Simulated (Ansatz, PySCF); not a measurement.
This Ansatz (a program for electronic structure) input computes a CCSD(T)/cc-pVDZ energy:

Ansatz 0.2 input:
```yaml
crystal:
  periodic: [false, false, false]
  atoms:
    - {symbol: C, position_ang: [1.19116540, 0.02436462, 0.00315701]}
    - {symbol: C, position_ang: [-0.01664926, -0.30007511, 0.51891372]}
    - {symbol: O, position_ang: [-1.07559004, 0.18044252, -0.35335896]}
    - {symbol: H, position_ang: [1.32540947, 0.57277564, -0.94124711]}
    - {symbol: H, position_ang: [2.09861003, -0.26004892, 0.53013007]}
    - {symbol: H, position_ang: [-1.86639598, -0.10200392, 0.10556434]}
basis:
  gaussian:
    orbitals: cc-pVDZ
total_charge: -1
magnetization: {spin_polarized: false}
correlation: {method: ccsd_t, electrons: outside_noble_gas}
```

**Question.** Write an input for the same energy in PySCF and say what it gives.

**Answer.** 
```python
from pyscf import gto, scf, mp, cc as ccmod

mol = gto.M(
    atom='''
    C     1.19116540    0.02436462    0.00315701
    C    -0.01664926   -0.30007511    0.51891372
    O    -1.07559004    0.18044252   -0.35335896
    H     1.32540947    0.57277564   -0.94124711
    H     2.09861003   -0.26004892    0.53013007
    H    -1.86639598   -0.10200392    0.10556434
    ''',
    basis='cc-pvdz',
    charge=-1,
    spin=0,
    verbose=4,
)

mf = scf.RHF(mol)
mf.conv_tol = 1e-10
mf.max_cycle = 100
mf.kernel()
mp2 = mp.MP2(mf, frozen=3).run()
cc = ccmod.CCSD(mf, frozen=3)
cc.max_cycle = 100
cc.kernel()
et = cc.ccsd_t()
print(f'E(CCSD(T)) = {cc.e_tot + et:.9f}')
```
It gives -152.73338 Eh, and Ansatz -152.73338 Eh, a difference of 0.00 mEh.

It need not be the lowest isomer of its formula. Whether it binds its extra electron was not tested at this geometry.
